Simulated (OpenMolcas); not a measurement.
Pd5+ among 6 point charges of -1.7 e arranged as an octahedron (Oh), 2.11 Å from the ion.

```json
{
 "Program": "OpenMolcas 26.06",
 "Method": "CASSCF",
 "Basis": "ANO-RCC-VDZP [6s5p3d1f]",
 "Scalar Hamiltonian": "DKH2, point nucleus",
 "Active space": "5 electrons in 5 orbitals (4d)",
 "State averaging": "2S+1 = 6 even, 1 root; 2S+1 = 4 even, 24 roots; 2S+1 = 2 even, 75 roots",
 "Spin-orbit coupling": "state interaction with AMFI integrals over the reference wave functions"
}
```

Q: What is the spin-free ground state (labels of O, the rotations of Oh)?

A: 6A1, 1-fold in its orbital part, 100 % from free-ion S terms; it has the highest spin that d5 allows.

Q: What are the lowest two levels with spin-orbit coupling?

A: A 2-fold level Γ7 with g = 3.33, 3.33, 3.33, then a 4-fold level Γ8 0.3 cm-1 above it. Their leading multiplicities are 6 (99 %) and 6 (99 %).

Q: What is χT at 300 K, and how does it compare with the textbook value?

A: The lowest level has 2S+1 = 6, for which the spin-only value is χT = S(S+1) / 2 = 4.375 cm3 K/mol (g = 2). The computed 4.361 at 300 K differs by -0.014, through a little spin-orbit mixing out of the ground term, against the free-electron g of 2.0023, which raises it.

Q: Which ligand-field parameters describe the states?

A: A least-squares ligand-field fit to the states below 45000 cm-1, each weighted by its degeneracy and with a free common offset, gives 10Dq = 3127 cm-1, B = 1085 cm-1 and C = 4442 cm-1 (C/B = 4.09), with an rms deviation of 29 cm-1. 

Without dynamic correlation the repulsion within the d shell is too large (B by tens of per cent), so at a given field states of lower spin stand too high. Point charges give a weaker field than real ligands, and real ions of this kind are as a rule low spin; the high spin found here belongs to the model. This field is weak: 10Dq is about 3127 cm-1, while octahedral complexes of 4d ions of charge 3 and more, computed by the same method with explicit ligands, had a median near 25000 cm-1. Ground spin and moment need not be those of a real site. Point charges carry no covalency, so the field is a model and not that of real ligands. No measured value stands beside these numbers.
